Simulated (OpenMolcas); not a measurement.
# What dynamic correlation does to the levels of Mn V

```yaml
Program: OpenMolcas 26.06
Basis: ANO-RCC-VQZP [7s6p4d3f2g1h]
Scalar_Hamiltonian: DKH2, point nucleus
Active_space: 9 electrons in 8 orbitals (RAS1 3p, at most 2 holes; RAS2 3d)
State_averaging: 2S+1 = 4 even, 10 roots; 2S+1 = 2 even, 40 roots
Spin-orbit_coupling: RASSI with atomic mean-field integrals over the reference wave functions, term energies averaged over their components
```

Methods on the same reference wave functions:
A. RASSCF
B. SS-RASPT2, IPEA 0.25 Eh, imaginary shift 0.1 Eh (closed shells correlated: 3s)
C. MS-RASPT2, IPEA 0.25 Eh, imaginary shift 0.1 Eh (closed shells correlated: 3s)

Energies in cm-1 above 3d3 4F 3/2, the measured ground level; measured values from Corliss and Sugar, J. Phys. Chem. Ref. Data 6, 1253 (1977).

| Level | A | B | C | Measured |
| --- | --- | --- | --- | --- |
| 3d3 4F 3/2 | 0.0 | 0.0 | 0.0 | 0.0 |
| 3d3 4F 5/2 | 373 | 374 | 374 | 359 |
| 3d3 4F 7/2 | 880 | 881 | 881 | 835 |
| 3d3 4F 9/2 | 1507 | 1506 | 1505 | 1412 |
| 3d3 4P 1/2 | 19304 | 17210 | 17210 | 16434 |
| 3d3 4P 3/2 | 19443 | 17350 | 17350 | 16595 |
| 3d3 4P 5/2 | 19910 | 17810 | 17810 | 17049 |
| 3d3 2G 7/2 | 21139 | 18240 | 18240 | 17892 |
| 3d3 2G 9/2 | 21673 | 18760 | 18760 | 18399 |
| 3d3 2P 1/2 | 25086 | 23550 | 23550 | 23082 |
| 3d3 2P 3/2 [72 %] | 25186 | 23530 | 23520 | 22919 |
| 3d3 2D 3/2(1) [74 %] | 27398 | 25450 | 25440 | 24670 |
| 3d3 2D 5/2(1) | 27709 | 25650 | 25580 | 24630 |
| 3d3 2H 9/2 | 29447 | 25250 | 25250 | 24975 |
| 3d3 2H 11/2 | 29851 | 25640 | 25640 | 25334 |
| 3d3 2F 7/2 | 46865 | 41370 | 41370 | 40423 |
| 3d3 2F 5/2 | 47091 | 41590 | 41590 | 40707 |
| 3d3 2D 5/2(2) | 69508 | 64120 | 64190 | 62608 |
| 3d3 2D 3/2(2) | 69823 | 64430 | 64450 | 62854 |

Deviations, from unrounded energies. A percentage is the sum of absolute deviations over the sum of measured energies, with the sign that they share, or ± where signs differ.

| Against measurement | Levels | A | B | C |
| --- | --- | --- | --- | --- |
| mean absolute deviation (cm-1) | 18 | 3400 | 640 | 640 |
| fine structure of the ground term (%) | 3 | +5.9 | +5.9 | +5.9 |
| other terms of the ground configuration (%) | 15 | +13.9 | +2.6 | +2.6 |

B, C lie about equally close to measurement and A furthest from it. The largest miss of C in the table is 3d3 2D 3/2(2), by +1600 cm-1. The ranking rests on the paired levels alone, and a cruder setting can come out closer through cancelling errors.

Between B and C the level of the table that moves most is 3d3 2D 5/2(1), by 68 cm-1 (lowest in C, highest in B). Moves below CASPT2's spread within the term are not significant.

The two smallest mean deviations differ by little beside CASPT2's spread within terms, so their order carries little weight.

From A to B the spin-free energies of the other terms of 3d3 shown, above 4F, scale by factors of 0.85 to 0.94, as is usual when dynamic correlation screens the repulsion within a d or f shell.

The lowest spin-free term lies below A's lowest term by 0.304 hartree in B, 0.304 hartree in C.

CASPT2 does not keep the components of a term degenerate, so their means are used; among the terms shown or strongly mixed into the levels shown the widest spread is 1200 cm-1 (3d3 4F, C). Active for correlation alone: 3p; no level in the range computed is led by a configuration that opens it, so any true level of that kind is missing. Without dynamic correlation excited terms often stand tens of per cent too high (terms of higher spin than the ground term too low), and those without a measured partner can miss by more than the paired ones (holds for A). The CASPT2 spread within a term exceeds the gap to the next term for 3d3 2D(1) and 3d3 2H, so the order of their levels is uncertain (holds for B; C). Computed and measured levels are paired by configuration, term and J; levels that our copy of the source lacks, or whose pairing is in doubt (as where it misses far off the trend of its configuration), stay unpaired and out of the deviations. Only configurations of the active space appear.

A share in square brackets marks a mixed level and gives the weight of the term that names it, the lowest over the columns. A number in round brackets counts repeated terms of one configuration in the order of the reference energies.
